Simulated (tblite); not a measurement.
Isomers of C4H7FO2Si. Computed values, GFN2-xTB/tblite, gas phase, harmonic and unscaled. The method is semi-empirical: single wavenumbers can be off by several per cent or more. Modes of hydrogen on silicon can be 10 to 20 % off. One conformer each.

Electronic energies: GFN2-xTB at the same geometries; isomer energies are rough at this level and their order can be wrong.

```
                      SMILES  electronic energy, lowest = 0 (kcal/mol)
 CO[C@@]1(F)[SiH2][C@@H]1C=O                                      98.8
           C=CCOC(=O)[SiH2]F                                      36.7
          COC1=CO[Si@H](F)C1                                       0.0
       O=C1C[SiH2]O[C@@H]1CF                                      27.9
     O=C1CO[C@@H](CF)[SiH2]1                                      76.8
 O=C(O)[C@@H]1C[SiH2][C@H]1F                                      62.9
C=C1[C@@H](O)[C@@H]1O[SiH2]F                                      25.7
O=C(O)[C@@H]1C[SiH2][C@@H]1F                                      63.6
```

Problem. How do GFN2-xTB zero-point energies change the relative energies?

Solution. 
```csv
SMILES,ZPE (kcal/mol),of it from modes above 1550 cm⁻¹,electronic (kcal/mol),"with ZPE, lowest = 0 (kcal/mol)",lowest mode (cm⁻¹),rings
COC1=CO[Si@H](F)C1,66.5,31.7,0.0,0.0,61,1
C=C1[C@@H](O)[C@@H]1O[SiH2]F,63.4,31.8,25.7,22.6,24,1
O=C1C[SiH2]O[C@@H]1CF,65.0,30.5,27.9,26.4,52,1
C=CCOC(=O)[SiH2]F,63.5,33.5,36.7,33.7,15,0
O=C(O)[C@@H]1C[SiH2][C@H]1F,64.6,31.2,62.9,61.0,25,1
O=C(O)[C@@H]1C[SiH2][C@@H]1F,64.8,31.2,63.6,62.0,61,1
O=C1CO[C@@H](CF)[SiH2]1,64.6,30.3,76.8,74.9,58,1
CO[C@@]1(F)[SiH2][C@@H]1C=O,62.9,30.5,98.8,95.2,73,1
```

The zero-point energies span 3.6 kcal/mol, from `CO[C@@]1(F)[SiH2][C@@H]1C=O` to `COC1=CO[Si@H](F)C1`. The order is unchanged.

Problem. What do entropy and thermal enthalpy add at 298.15 K and 1 bar (rigid rotor, harmonic oscillator, one conformer each)?

Solution. 
```
                      SMILES  point group  symmetry number  S (cal/(mol K))  H − H(0) (kcal/mol)  ZPE + H − H(0) − TS (kcal/mol)
          COC1=CO[Si@H](F)C1           C1                1             92.0                 6.15                            45.2
       O=C1C[SiH2]O[C@@H]1CF           C1                1             92.2                 6.00                            43.5
O=C(O)[C@@H]1C[SiH2][C@@H]1F           C1                1             90.9                 6.01                            43.7
     O=C1CO[C@@H](CF)[SiH2]1           C1                1             91.3                 6.04                            43.4
 CO[C@@]1(F)[SiH2][C@@H]1C=O           C1                1             96.3                 6.78                            41.0
```

Not tabulated: `C=C1[C@@H](O)[C@@H]1O[SiH2]F` (lowest mode only 24 cm⁻¹); `C=CCOC(=O)[SiH2]F` (lowest mode only 15 cm⁻¹); `O=C(O)[C@@H]1C[SiH2][C@H]1F` (lowest mode only 25 cm⁻¹).
